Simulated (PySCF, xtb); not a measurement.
SnH4, SMILES [SnH4].

xtb with GFN2-xTB at its own geometry gives an orbital gap of 8.38 eV and a dipole moment of 0.00 D.

Geometry: PBE0-D3(BJ)/def2-TZVPD. The isomer is the one that the SMILES or the coordinates give; other isomers of the formula were not compared. The def2 effective core potentials stand for the cores of Sn; spin–orbit coupling is left out.

### Question
What does PBE/def2-TZVPD (PySCF) give? (Estimate from the structure and the level; the computed values follow.)

### Answer
gap 7.12 eV (levels -7.94 and -0.82 eV), dipole 0.00 D.
